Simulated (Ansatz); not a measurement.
Relaxation of C2H12Si3 (17 atoms, charge 0, multiplicity 1), to a largest force component of 0.02 eV/Å in at most 40 steps.

These are results of RKS BLYP/6-31G in Ansatz, not measurements.

```xyz
17
Properties=species:S:1:pos:R:3:forces:R:3
Si 0.000 0.000 0.000 0.80 0.02 0.58
C 0.000 0.000 1.870 -0.04 0.00 1.16
H -1.000 -0.309 2.240 0.31 0.12 0.17
H 0.768 -0.711 2.240 -0.24 0.16 0.13
H 0.232 1.020 2.240 -0.03 -0.31 0.14
C 1.763 0.000 -0.623 1.13 0.00 -0.43
H 2.111 -1.046 -0.751 0.18 0.34 -0.01
H 1.812 0.528 -1.598 0.27 -0.21 0.21
H 2.415 0.519 0.111 0.03 -0.10 -0.31
Si -1.046 1.812 -0.739 -0.52 0.82 -0.27
H -2.430 1.478 -1.061 -0.96 0.00 -0.25
H -1.022 2.844 0.293 -0.06 0.84 0.59
H -0.374 2.307 -1.937 0.33 0.44 -0.84
Si -1.046 -1.812 -0.739 -0.48 -0.82 -0.39
H -1.703 -2.485 0.377 -0.52 -0.57 0.65
H -2.045 -1.427 -1.731 -0.72 0.03 -0.69
H -0.078 -2.717 -1.351 0.53 -0.75 -0.45
```

Where does it end, and by what steps?

The run converged. The force dipped under the threshold on the way, but the program's further checks kept it going. Limits of this set-up: no polarisation functions. After 18 steps the energy has fallen by 0.870 eV; H16 moved furthest, 1.22 Å.

| step | energy less start (eV) | largest force component (eV/Å) | accepted |
| --- | --- | --- | --- |
| 0 | 0.0000 | 1.164 | yes |
| 1 | -0.7100 | 0.702 | yes |
| 2 | -0.7960 | 0.488 | yes |
| 3 | -0.8243 | 0.026 | yes |
| 4 | -0.8088 | 0.373 | no |
| 5 | -0.8306 | 0.040 | yes |
| 6 | -0.8369 | 0.057 | yes |
| 7 | -0.8396 | 0.158 | yes |
| 8 | -0.8451 | 0.115 | yes |
| 9 | -0.8538 | 0.015 | yes |
| 10 | -0.8570 | 0.159 | yes |
| 11 | -0.8603 | 0.132 | yes |
| 12 | -0.8640 | 0.007 | yes |
| 13 | -0.8646 | 0.173 | yes |
| 14 | -0.8675 | 0.038 | yes |
| 15 | -0.8685 | 0.004 | yes |
| 16 | -0.8693 | 0.068 | yes |
| 17 | -0.8697 | 0.031 | yes |
| 18 | -0.8700 | 0.001 | yes |

```xyz
17
Properties=species:S:1:pos:R:3
Si 0.029 -0.001 0.018
C 0.060 -0.133 1.961
H -0.962 -0.201 2.369
H 0.621 -1.028 2.276
H 0.549 0.755 2.397
C 1.853 0.119 -0.654
H 2.429 -0.775 -0.360
H 1.866 0.194 -1.754
H 2.357 1.008 -0.240
Si -1.189 1.967 -0.630
H -2.631 1.909 -0.170
H -0.570 3.214 -0.029
H -1.196 2.145 -2.135
Si -1.033 -1.954 -0.896
H -2.434 -2.130 -0.348
H -1.139 -1.877 -2.405
H -0.252 -3.209 -0.559
```

The run took 53 s on 2 threads of Arm Neoverse V2 (shared host), peak memory 0.15 GiB.
